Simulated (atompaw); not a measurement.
## An all-electron radial function and its pseudo partner (chromium (Cr))

Columns: radius, all-electron u(r) and pseudo u(r) of the 4s shell (level -4.01 eV) of chromium in the configuration [Ne] 3s2 3p6 3d5 4s1 4p0; PBE, scalar-relativistic, PAW (atompaw) scheme, atompaw 4.2.0.5.

```json
{"r (bohr)": "0.113", "all-electron": "0.0657", "pseudo": "0.0382"}
{"r (bohr)": "0.227", "all-electron": "0.1391", "pseudo": "0.0766"}
{"r (bohr)": "0.340", "all-electron": "0.0153", "pseudo": "0.1143"}
{"r (bohr)": "0.454", "all-electron": "-0.1313", "pseudo": "0.1518"}
{"r (bohr)": "0.567", "all-electron": "-0.2217", "pseudo": "0.1884"}
{"r (bohr)": "0.681", "all-electron": "-0.2463", "pseudo": "0.2244"}
{"r (bohr)": "0.794", "all-electron": "-0.2183", "pseudo": "0.2591"}
{"r (bohr)": "0.908", "all-electron": "-0.1559", "pseudo": "0.2930"}
{"r (bohr)": "1.021", "all-electron": "-0.0759", "pseudo": "0.3253"}
{"r (bohr)": "1.135", "all-electron": "0.0117", "pseudo": "0.3565"}
{"r (bohr)": "1.248", "all-electron": "0.0979", "pseudo": "0.3858"}
{"r (bohr)": "1.362", "all-electron": "0.1801", "pseudo": "0.4137"}
{"r (bohr)": "1.475", "all-electron": "0.2541", "pseudo": "0.4395"}
{"r (bohr)": "1.588", "all-electron": "0.3199", "pseudo": "0.4635"}
{"r (bohr)": "1.702", "all-electron": "0.3775", "pseudo": "0.4857"}
{"r (bohr)": "1.815", "all-electron": "0.4261", "pseudo": "0.5056"}
{"r (bohr)": "1.929", "all-electron": "0.4672", "pseudo": "0.5236"}
{"r (bohr)": "2.042", "all-electron": "0.5005", "pseudo": "0.5391"}
{"r (bohr)": "2.156", "all-electron": "0.5273", "pseudo": "0.5525"}
{"r (bohr)": "2.269", "all-electron": "0.5480", "pseudo": "0.5634"}
{"r (bohr)": "2.383", "all-electron": "0.5633", "pseudo": "0.5720"}
{"r (bohr)": "2.496", "all-electron": "0.5738", "pseudo": "0.5782"}
{"r (bohr)": "2.610", "all-electron": "0.5801", "pseudo": "0.5819"}
{"r (bohr)": "2.723", "all-electron": "0.5827", "pseudo": "0.5832"}
{"r (bohr)": "2.837", "all-electron": "0.5820", "pseudo": "0.5821"}
{"r (bohr)": "2.950", "all-electron": "0.5785", "pseudo": "0.5785"}
```

Question: How many radial nodes do the two functions have?

Answer: The all-electron 4s function has n − l − 1 = 3 (the table is too coarse to show those close to the nucleus); the pseudo-wave has 0, since the states of the same l below it are removed with the core.

Question: Where does each function peak?

Answer: Outermost all-electron maximum near 2.72 bohr, pseudo maximum near 2.72 bohr (to the table’s step).

Question: Is the pseudo-wave norm-conserving?

Answer: No, it belongs to a PAW set: the norm inside the radius is not constrained, and the difference is carried by the augmentation charge.
